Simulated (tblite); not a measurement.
C₆H₅F₃.
Numbering: `[CH2:1]=[CH:2]/[CH:3]=[CH:4]\[C:5]([F:6])=[C:7]([F:8])[F:9]` (hydrogens: H10, H11 on C1; H12 on C2; H13 on C3; H14 on C4)

Computed with GFN2-xTB (tblite), gas phase: Langevin dynamics at 400 K from the optimised GFN2-xTB geometry, time step 0.5 fs, friction 0.01 fs⁻¹, 2000 steps. The instantaneous temperature is 2·E(kin)/(3Nk) with all 3N coordinates.

```
t (fs)  T (K)  E(pot) above start (eV)  C1=C2 (Å)  C2–C3 (Å)  C3=C4 (Å)  C4–C5 (Å)  C5–F6 (Å)  C1–H10 (Å)  C1–C2–C3–C4 (°)
     0    310                    0.000      1.333      1.439      1.346      1.440      1.348       1.076              180
    25    249                    0.496      1.329      1.466      1.353      1.449      1.379       1.091             -169
    50    310                    0.559      1.364      1.428      1.351      1.475      1.342       1.107             -166
    75    446                    0.564      1.376      1.404      1.358      1.439      1.306       1.068             -166
   100    399                    0.672      1.306      1.494      1.348      1.469      1.371       1.079             -161
   125    424                    0.805      1.302      1.395      1.325      1.486      1.413       1.087             -151
   150    496                    0.655      1.362      1.439      1.317      1.408      1.390       1.058             -151
   175    505                    0.758      1.402      1.468      1.368      1.446      1.391       1.101             -169
   200    499                    0.767      1.320      1.463      1.382      1.399      1.319       1.139             -168
   225    512                    0.826      1.319      1.502      1.347      1.420      1.469       1.003             -166
   250    420                    0.726      1.337      1.409      1.323      1.387      1.394       1.117             -167
   275    369                    0.574      1.352      1.451      1.328      1.377      1.402       1.133              171
   300    347                    0.633      1.350      1.411      1.363      1.396      1.394       1.031              145
   325    414                    0.334      1.346      1.496      1.352      1.458      1.346       1.094              149
   350    353                    0.815      1.357      1.542      1.361      1.463      1.350       1.139              153
   375    438                    0.810      1.365      1.477      1.367      1.463      1.308       1.039              152
   400    398                    0.774      1.351      1.439      1.345      1.455      1.334       1.108              164
   425    487                    0.741      1.333      1.494      1.363      1.475      1.338       1.079              170
   450    492                    0.896      1.353      1.438      1.397      1.392      1.262       1.062             -162
   475    412                    1.046      1.413      1.412      1.411      1.463      1.364       1.109             -144
   500    739                    0.650      1.377      1.531      1.317      1.513      1.342       1.073             -162
   525    370                    1.294      1.291      1.476      1.277      1.439      1.298       1.094              168
   550    486                    0.958      1.285      1.478      1.313      1.402      1.392       1.063              164
   575    617                    0.672      1.371      1.430      1.385      1.375      1.340       1.070              162
   600    339                    0.830      1.405      1.444      1.400      1.478      1.404       1.098              165
   625    575                    0.419      1.339      1.443      1.356      1.411      1.337       1.055              177
   650    357                    0.755      1.311      1.421      1.332      1.367      1.343       1.099             -175
   675    315                    0.669      1.323      1.488      1.366      1.459      1.465       1.093             -174
   700    381                    0.485      1.333      1.410      1.317      1.480      1.358       1.062             -175
   725    322                    0.661      1.352      1.385      1.348      1.490      1.400       1.085             -169
   750    518                    0.695      1.330      1.424      1.378      1.407      1.296       1.100             -160
   775    360                    0.733      1.309      1.472      1.343      1.458      1.334       1.063             -163
   800    468                    0.644      1.351      1.479      1.319      1.465      1.325       1.065             -171
   825    322                    0.561      1.348      1.459      1.338      1.478      1.370       1.106              172
   850    381                    0.491      1.325      1.427      1.341      1.435      1.384       1.033              173
   875    316                    0.616      1.325      1.424      1.357      1.418      1.302       1.079              176
   900    296                    0.475      1.355      1.464      1.345      1.451      1.334       1.116              173
   925    297                    0.459      1.340      1.464      1.336      1.473      1.335       1.076              169
   950    329                    0.603      1.352      1.428      1.325      1.438      1.329       1.051              158
   975    338                    0.539      1.366      1.404      1.365      1.442      1.376       1.096              172
  1000    451                    0.587      1.360      1.411      1.330      1.392      1.325       1.122             -177
```

Q: From 500 fs on, how do temperature and potential energy compare with equipartition?

A: The mean temperature of these 21 frames is 408 K against the target 400 K, and the mean potential energy 0.66 eV against 36 × kT/2 = 0.62 eV for 36 classical harmonic modes. For 14 atoms in a canonical ensemble the temperature itself scatters by T·√(2/(3N)) = 87 K; here its standard deviation is 116 K. The whole run lasts only 10 friction times of 100 fs, so these averages carry a wide statistical error.

Q: What are the kinetic and total energies of the listed frame with the highest potential energy?

A: The one at 525 fs, 1.294 eV above the start. Its kinetic energy is 3NkT/2 = 0.670 eV at 370 K, so the sum is 1.96 eV; over the listed frames the sum runs from 0.56 to 1.99 eV, since the thermostat adds and removes energy.

Q: How much do the listed bonds fluctuate from 500 fs on?

A: 
```json
{"bond": "C1=C2", "at the start (Å)": "1.333", "mean (Å)": "1.340", "standard deviation (Å)": "0.028"}
{"bond": "C2–C3", "at the start (Å)": "1.439", "mean (Å)": "1.446", "standard deviation (Å)": "0.034"}
{"bond": "C3=C4", "at the start (Å)": "1.346", "mean (Å)": "1.342", "standard deviation (Å)": "0.027"}
{"bond": "C4–C5", "at the start (Å)": "1.440", "mean (Å)": "1.442", "standard deviation (Å)": "0.038"}
{"bond": "C5–F6", "at the start (Å)": "1.348", "mean (Å)": "1.352", "standard deviation (Å)": "0.040"}
{"bond": "C1–H10", "at the start (Å)": "1.076", "mean (Å)": "1.081", "standard deviation (Å)": "0.022"}
```

The motion is classical and holds no zero-point motion.

What follows is the cost of the whole dynamics run. Hardware: one thread, Arm Neoverse V2 (aarch64), shared host. Cost: 8.9 s of wall time, 0.18 GiB resident at most.
